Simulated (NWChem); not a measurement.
System: isotetrasilane (Si4H10); SMILES [SiH]([SiH3])([SiH3])[SiH3]

NWChem input:

```
start job
memory heap 200 mb stack 900 mb global 1100 mb
geometry units angstroms noautoz
  Si     2.185633    -0.360075    -0.156500
  Si     0.000000     0.000000     0.635814
  Si    -1.404650    -1.712777    -0.156500
  Si    -0.780983     2.072851    -0.156500
  H      2.715236    -1.687390     0.317524
  H      2.166447    -0.359195    -1.662119
  H      3.112252     0.729456     0.313905
  H      0.000000     0.000000     2.145538
  H     -0.924399    -3.060017     0.313905
  H     -1.394296    -1.696601    -1.662119
  H     -2.818940    -1.507769     0.317524
  H     -2.187853     2.330562     0.313905
  H      0.103704     3.195158     0.317524
  H     -0.772152     2.055796    -1.662119
end
basis spherical
  * library aug-cc-pvdz
end
dft
  xc pbe0
  iterations 150
  semidirect filesize 400000000
  mulliken
end
task dft energy
```

NWChem printed, in part:

```
             Northwest Computational Chemistry Package (NWChem) 7.3.0
             --------------------------------------------------------

 C3  symmetry detected

                             Geometry "geometry" -> ""
                             -------------------------

 Output coordinates in angstroms (scale by  1.889725989 to convert to a.u.)

  No.       Tag          Charge          X              Y              Z
 ---- ---------------- ---------- -------------- -------------- --------------
    1 Si                  14.0000     1.97758288    -0.99790377    -0.17743733
    2 Si                  14.0000     0.00000000     0.00000000     0.61487667
    3 Si                  14.0000    -1.85300146    -1.21368513    -0.17743733
    4 Si                  14.0000    -0.12458143     2.21158890    -0.17743733
    5 H                    1.0000     2.08551652    -2.42289313     0.29658667
    6 H                    1.0000     1.95954040    -0.99132069    -1.68305633
    7 H                    1.0000     3.18788871    -0.23576319     0.29296767
    8 H                    1.0000     0.00000000     0.00000000     2.12460067
    9 H                    1.0000    -1.79812127    -2.64291101     0.29296767
   10 H                    1.0000    -1.83827910    -1.20135142    -1.68305633
   11 H                    1.0000    -3.14104526    -0.59466372     0.29658667
   12 H                    1.0000    -1.38976744     2.87867420     0.29296767
   13 H                    1.0000     1.05552874     3.01755685     0.29658667
   14 H                    1.0000    -0.12126129     2.19267211    -1.68305633

 Effective nuclear repulsion energy (a.u.)     326.6019245630

      Symmetry information
      --------------------

 Group name             C3
 Group number              5
 Group order               3
 No. of unique centers     6

                                 NWChem DFT Module
                                 -----------------

 Summary of "ao basis" -> "ao basis" (spherical)
 ------------------------------------------------------------------------------
       Tag                 Description            Shells   Functions and Types
 ---------------- ------------------------------  ------  ---------------------
 Si                       aug-cc-pvdz               11       27   5s4p2d
 H                        aug-cc-pvdz                5        9   3s2p

      Symmetry analysis of basis
      --------------------------

        a          70
        e+         64
        e-         64

  Rotation of axis

            General Information
            -------------------
          SCF calculation type: DFT
          Wavefunction type:  closed shell.
          No. of atoms     :    14
          No. of electrons :    66
           Alpha electrons :    33
            Beta electrons :    33
          Charge           :     0
          Spin multiplicity:     1
          Use of symmetry is: on ; symmetry adaption is: on
          Maximum number of iterations: 150
          AO basis - number of functions:   198
                     number of shells:    94
          Convergence on energy requested:  1.00D-06
          Convergence on density requested:  1.00D-05
          Convergence on gradient requested:  5.00D-04

              XC Information
              --------------
                         PBE0 Method XC Functional
                     Hartree-Fock (Exact) Exchange  0.250
          PerdewBurkeErnzerhof Exchange Functional  0.750
            Perdew 1991 LDA Correlation Functional  1.000 local
           PerdewBurkeErnz. Correlation Functional  1.000 non-local

             Grid Information
             ----------------
          Grid used for XC integration:  medium
          Radial quadrature: Mura-Knowles
          Angular quadrature: Lebedev.
          Tag              B.-S. Rad. Rad. Pts. Rad. Cut. Ang. Pts.
          ---              ---------- --------- --------- ---------
          Si                  1.10       88          17.0       590
          H                   0.35       45          19.0       434
          Grid pruning is: on
          Number of quadrature shells:   356
          Spatial weights used:  Erf1

      Superposition of Atomic Density Guess
      -------------------------------------

 Sum of atomic energies:       -1160.33735392

      Non-variational initial energy
      ------------------------------

 Total energy =   -1161.604928
 1-e energy   =   -2257.865985
 2-e energy   =     769.659133
 HOMO         =      -0.301947
 LUMO         =       0.019108

      Symmetry analysis of molecular orbitals - initial
      -------------------------------------------------

  Numbering of irreducible representations:

     1 a           2 e+          3 e-

  Orbital symmetries:

     1 a           2 a           3 e+          4 e+          5 a
     6 a           7 e+          8 e+          9 a          10 e+
    11 e+         12 e+         13 e+         14 a          15 e+
    16 e+         17 a          18 a          19 e+         20 e+
    21 a          22 e+         23 e+         24 a          25 a
    26 e+         27 e+         28 e+         29 e+         30 a
    31 a          32 e+         33 e+         34 a          35 e+
    36 e+         37 a          38 a          39 e+         40 e+
    41 a          42 e+         43 e+

------------------------------------------------------------
EAF file 0: "./job.aoints.0" size=365428736 bytes
------------------------------------------------------------
               write      read    awrite     aread      wait
               -----      ----    ------     -----      ----
     calls:      697         0         0         0         0
   data(b): 3.65e+08  0.00e+00  0.00e+00  0.00e+00
   time(s): 0.00e+00  0.00e+00  0.00e+00  0.00e+00  0.00e+00
rate(mb/s): 0.00e+00  0.00e+00
------------------------------------------------------------

     ---------------------------------------------
      Total Density - Mulliken Population Analysis
     ---------------------------------------------

    Atom       Charge   Shell Charges
 -----------   ------   -------------------------------------------------------
    1 Si  14    14.61   2.00  2.02  0.78  0.67 -0.05  6.01  1.38  1.59  0.04  0.14  0.03
    2 Si  14    14.38   2.00  2.03  0.80  0.59 -0.11  6.01  1.40  1.69  0.04  0.12 -0.18
    3 Si  14    14.61   2.00  2.02  0.78  0.67 -0.05  6.01  1.38  1.59  0.04  0.14  0.03
    4 Si  14    14.61   2.00  2.02  0.78  0.67 -0.05  6.01  1.38  1.59  0.04  0.14  0.03
    5 H    1     0.79   0.69  0.10  0.01  0.01 -0.01
    6 H    1     0.78   0.69  0.08  0.01  0.01 -0.01
    7 H    1     0.79   0.69  0.10  0.01  0.01 -0.01
    8 H    1     0.70   0.68 -0.00 -0.00  0.01  0.02
    9 H    1     0.79   0.69  0.10  0.01  0.01 -0.01
   10 H    1     0.78   0.69  0.08  0.01  0.01 -0.01
   11 H    1     0.79   0.69  0.10  0.01  0.01 -0.01
   12 H    1     0.79   0.69  0.10  0.01  0.01 -0.01
   13 H    1     0.79   0.69  0.10  0.01  0.01 -0.01
   14 H    1     0.78   0.69  0.08  0.01  0.01 -0.01

   convergence    iter        energy       DeltaE   RMS-Dens  Diis-err
 ---------------- ----- ----------------- --------- --------- ---------
 d= 0,ls=0.0,diis     1  -1163.4329307041 -1.49D+03  5.92D-03  2.13D-01
 d= 0,ls=0.0,diis     2  -1163.4615985595 -2.87D-02  1.87D-03  2.52D-02
 d= 0,ls=0.0,diis     3  -1163.4652947079 -3.70D-03  6.95D-04  1.02D-02
 d= 0,ls=0.0,diis     4  -1163.4674385836 -2.14D-03  8.42D-05  1.64D-04
 d= 0,ls=0.0,diis     5  -1163.4674709600 -3.24D-05  2.25D-05  8.72D-06
  Resetting Diis
 d= 0,ls=0.0,diis     6  -1163.4674726690 -1.71D-06  2.49D-06  5.92D-08
 d= 0,ls=0.0,diis     7  -1163.4674726800 -1.09D-08  1.02D-06  5.65D-09

         Total DFT energy =    -1163.467472679981
      One electron energy =    -2261.969715972122
           Coulomb energy =      858.688626861151
    Exchange-Corr. energy =      -86.788308132027
 Nuclear repulsion energy =      326.601924563018

 Numeric. integr. density =       66.000022414211

                  Occupations of the irreducible representations
                  ----------------------------------------------

                     irrep           alpha         beta
                     --------     --------     --------
                     a                13.0         13.0
                     e+               20.0         20.0
                     e-                0.0          0.0

                       DFT Final Molecular Orbital Analysis
                       ------------------------------------

 Vector   31  Occ=2.000000D+00  E=-3.311758D-01  Symmetry=a
              MO Center=  1.3D-14, -6.7D-14,  3.2D-01, r^2= 5.3D+00
   Bfn.  Coefficient  Atom+Function         Bfn.  Coefficient  Atom+Function
  ----- ------------  ---------------      ----- ------------  ---------------
    41      0.387291   2 Si pz              136      0.317824   8 H  s
    38      0.278221   2 Si pz               14     -0.165905   1 Si pz
    68     -0.165905   3 Si pz               95     -0.165905   4 Si pz
   118      0.159637   6 H  s               154      0.159637  10 H  s
   190      0.159637  14 H  s                11     -0.124650   1 Si pz

 Vector   32  Occ=2.000000D+00  E=-2.937302D-01  Symmetry=e+
              MO Center=  4.3D-01,  3.0D-03,  1.9D-01, r^2= 5.1D+00
   Bfn.  Coefficient  Atom+Function         Bfn.  Coefficient  Atom+Function
  ----- ------------  ---------------      ----- ------------  ---------------
    36     -0.245787   2 Si px                9      0.238361   1 Si px
    37      0.208961   2 Si py               39     -0.200276   2 Si px
    91     -0.191427   4 Si py               40      0.170180   2 Si py
    12      0.146454   1 Si px               10     -0.134238   1 Si py
   172     -0.131365  12 H  s                94     -0.122378   4 Si py

[...]
```

Level: PBE0/aug-cc-pVDZ. Geometry: optimised at PBE-D3(BJ)/def2-SVP.
